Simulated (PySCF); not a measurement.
# Relaxation of doublet IrOCl₂

All numbers come from UPBE/[Ir def2-TZVP with ECP60, O def2-TZVP, Cl def2-TZVP], scalar-relativistic core potentials, density fitting, no spin–orbit coupling, PySCF. A (50,194) grid was used.

A start at the PBE minimum, of C2v symmetry, held to at least that symmetry:

```xyz
4
charge 0 multiplicity 2, angstrom
Ir   -0.1848    0.0000    0.0000
O    -1.8804    0.0000    0.0000
Cl    0.9399    1.9147    0.0000
Cl    0.9399   -1.9147    0.0000
```

What does it relax to?

It ends at C2v with Ir–Cl 2.192 Å (×2), Ir–O 1.694 Å; Cl–Ir–Cl 118.6°, Cl–Ir–O 120.7° (×2) (after a last refinement on a finer grid). A frequency run shows a minimum. Other isomers or separated fragments may lie lower.

How much energy is released, and in how many steps?

1.5 kJ/mol in 3 steps.

Open d and f shells are described by one determinant, and the ground state may have another occupation or spin. Spin–orbit coupling, left out here, can matter for elements this heavy.

The relaxation took 34 s on 4 threads of a shared Intel Xeon @ 2.50GHz (Skylake/Cascade Lake) host, with 145 basis functions and 4 gradients; the process peaked at 0.7 GiB. Launch command: `OMP_NUM_THREADS=4 python axn.py task.json out`.
